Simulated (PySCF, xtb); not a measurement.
Ta(OH)3 (H₃O₃Ta), SMILES [OH][Ta]([OH])[OH] (connectivity only; charge and spin as stated), neutral, multiplicity 3. One conformer was computed; it need not be the lowest.

Harmonic wavenumbers (cm⁻¹) from GFN2-xTB in xtb at its own minimum, in rising order: 69, 140, 150, 182, 259, 417, 441, 446, 463, 565, 605, 766, 3567, 3645, 3657.

What does r2SCAN-D4/def2-SVP (PySCF) give at its own minimum? (An estimate is asked for; the answer gives what the named calculation found.)

84, 152, 156, 245, 254, 316, 373, 410, 656, 683, 699, 732, 3753, 3991, 3995. Paired by order, the mean absolute difference is 108 cm⁻¹ and the zero-point energies are 22.0 and 23.6 kcal/mol.
